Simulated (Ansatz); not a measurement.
Cartesian coordinates in Å:
```
F -1.402 -2.696 -1.030
C -1.371 -1.480 -0.356
In 0.587 -0.519 -0.478
Si 0.966 1.767 0.657
H -2.144 -0.834 -0.786
H -1.645 -1.664 0.689
H 1.840 -1.326 -1.350
H 1.235 2.812 -0.371
H 2.144 1.722 1.568
H -0.208 2.216 1.457
```

Total charge 0; spin multiplicity 1. In: def2 effective core potential.

(1) List the r2SCAN/def2-TZVPP orbital energies in eV (Ansatz). (An estimate is asked.)

## Answers

(1) The calculation gave: Occupied: -1790.91, -665.73, -274.79, -141.40, -125.56, -96.25, -96.25, -96.24, -82.31, -81.96, -81.93, -31.14, -19.62, -19.40, -19.39, -19.36, -19.25, -17.28, -13.72, -12.22, -11.94, -11.30, -9.60, -8.88, -8.84, -8.31, -6.91, -6.16. Lowest empty: -2.55, -0.66, -0.21, 0.45, 0.76, 1.09, 1.65, 2.02.
